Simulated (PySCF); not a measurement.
Bonds: C1-C2, C2-C3, C2-C4, C4-N5, C4-C6, C6-C7, C7-S8, S8-Si9. C1 carries H10, H11; C3 carries H12, H13, H14; N5 carries H15; C6 carries H16, H17; C7 carries H18, H19; Si9 carries H20, H21, H22.

Computed data (PySCF 2.14): geometry from GFN2-xTB, GIAO PBE0/pcSseg-1 shieldings. One averaged value for each set of equivalent atoms, a single conformation, isolated molecule, no relativistic terms.

Scale: TMS for $^{13}$C (reference shieldings calculated alike).

**Question.** Do the $^{13}$C shifts follow the atomic charges (in e)? Tabulate both.

**Answer.** 
```json
{"atoms": "C4", "hybridisation": "–", "δ (ppm)": "179.4", "σ para (ppm)": "-247", "Hirshfeld": "+0.10", "IAO": "+0.17", "Mulliken": "+0.02", "ESP-fitted": "+0.30"}
{"atoms": "C2", "hybridisation": "–", "δ (ppm)": "153.8", "σ para (ppm)": "-230", "Hirshfeld": "+0.01", "IAO": "+0.01", "Mulliken": "-0.42", "ESP-fitted": "+0.34"}
{"atoms": "C1", "hybridisation": "–", "δ (ppm)": "126.2", "σ para (ppm)": "-198", "Hirshfeld": "-0.09", "IAO": "-0.32", "Mulliken": "-0.05", "ESP-fitted": "-0.67"}
{"atoms": "C6", "hybridisation": "–", "δ (ppm)": "44.5", "σ para (ppm)": "-112", "Hirshfeld": "-0.08", "IAO": "-0.29", "Mulliken": "-0.12", "ESP-fitted": "-0.22"}
{"atoms": "C7", "hybridisation": "–", "δ (ppm)": "36.7", "σ para (ppm)": "-105", "Hirshfeld": "-0.07", "IAO": "-0.32", "Mulliken": "-0.36", "ESP-fitted": "-0.22"}
{"atoms": "C3", "hybridisation": "–", "δ (ppm)": "24.2", "σ para (ppm)": "-79", "Hirshfeld": "-0.12", "IAO": "-0.42", "Mulliken": "-0.10", "ESP-fitted": "-0.56"}
```

Correlation coefficients of δ with charge over these carbons: Hirshfeld +0.81, IAO +0.87, Mulliken +0.15, ESP-fitted +0.62; with the paramagnetic shielding -1.00. With so few points these coefficients are fragile. Charge is one influence among several: hybridisation and low-lying excitations act through the paramagnetic term.

Shifts are as computed. Against solution values, carbons near 30 ppm lie about +3 ppm off and those near 130 ppm about +5 ppm. Of 1211 compounds with measured shifts, 218 miss one by over three times the rms of a fit or turn the order of signals round; such compounds aren't used in these exercises.
